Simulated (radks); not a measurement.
All-electron atom: Se VI in [Ar] 3d10 4s1. All-electron calculation, scalar-relativistic Kohn-Sham, LDA (Slater exchange, Perdew-Wang correlation), spin-polarised, spherical densities, finite nucleus; open shells are filled with parallel spins first; Fermi nuclear charge, rms radius 4.14 fm. Program: a radial shooting solver on a logarithmic mesh with Libxc functionals.

Local quantities along the radius. ELF = 1/(1 + alpha^2) is the electron localisation function; alpha = (tau - tau_W)/tau_unif compares the Pauli kinetic energy density with that of the uniform gas (summed over spins). tau is taken from the large components.

```
   r/bohr * ELF (the largest magnitude, 1, reaches the edge; | marks zero)
  0.00323 |                                                      *
 0.004173 |                                                      *
 0.005434 |                                                      *
 0.007075 |                                                      *
  0.00914 |                                                      *
   0.0119 |                                                      *
  0.01537 |                                                      *
  0.02002 |                                                      *
  0.02607 |                                                     *
  0.03367 |                                                 *
  0.04384 |                                    *
  0.05664 |                    *
  0.07375 |                *
  0.09603 |                           *
    0.124 |                                        *
   0.1615 |                                          *
   0.2086 |                              *
   0.2717 |             *
   0.3538 |                     *
    0.457 |                                      *
    0.595 |                                          *
   0.7686 |                                   *
    1.001 |                  *
    1.303 |         *
    1.684 |                 *
    2.192 |                                   *
    2.832 |                                          *
    3.687 |                                    *
```

On this mesh the ELF has minima near r = 0.065, 0.27, 1.3 bohr, which separate the shells, and maxima near 0.14 (0.79), 0.60 (0.77), 2.8 (0.78).

Self-consistent cycle (total energy in hartree, residual of the potential): 1: -2405.327243, 1e+01; 2: -2415.864360, 8e+00; 3: -2420.199937, 8e-01; 4: -2420.321210, 8e-01; 5: -2420.382134, 6e-02; 6: -2420.382760, 1e-02; 7: -2420.382759, 3e-03; 8: -2420.382756, 5e-04; 9: -2420.382756, 2e-04; 10: -2420.382757, 2e-05; 11: -2420.382757, 6e-06; 12: -2420.382757, 2e-06; 13: -2420.382757, 8e-08; 14: -2420.382757, 2e-09.
